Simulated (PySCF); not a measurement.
Bonds (- single, = double, # triple, : aromatic): C1-S2, S2-Si3, Si3-Si4, Si4-Si5, Si5-Si6, Si6-Si3. C1 carries H7, H8, H9; Si3 carries H10; Si4 carries H11, H12; Si5 carries H13, H14; Si6 carries H15, H16. H12, H13, H15 are cis to S2 on the ring; H11, H14, H16 are trans to S2 on the ring.

PySCF calculation with GIAO B3LYP/pcSseg-1 shieldings and structure optimised with PBE0-D3(BJ)/def2-SVP; gas phase, one averaged value for each set of equivalent atoms, non-relativistic Hamiltonian, one computed conformer.

Referencing at the same level of theory: ¹³C (σref 179.24) and ¹H (σref 31.38) and ²⁹Si (σref 337.86) vs TMS; ³³S (σref 485.41) against CS2.

```
   atoms  nucleus  count  δ (ppm)
     H13       ¹H      1        ?
      C1      ¹³C      1        ?
     Si5     ²⁹Si      1    -85.5
 Si4/Si6     ²⁹Si      2    -90.4
      S2      ³³S      1     -197
 H11/H16       ¹H      2     3.85
     H14       ¹H      1     4.00
H7/H8/H9       ¹H      3     2.02
     Si3     ²⁹Si      1    -22.2
 H12/H15       ¹H      2     3.98
     H10       ¹H      1        ?
```

Task: Complete the table.

Result: 
- C1: 18.3 ppm, methyl carbon bonded to S
- H10: 5.29 ppm, hydrogen on a silicon bonded to S, 2 Si, in a 4-membered ring
- H13: 4.07 ppm, hydrogen on a silicon bonded to 2 Si, in a 4-membered ring

Shifts are as computed. Against solution values, carbons near 30 ppm lie about +2 ppm off and those near 130 ppm about +6 ppm. Of 1211 compounds with measured shifts, 218 miss one by over three times the rms of a fit or turn the order of signals round; such compounds aren't used in these exercises.
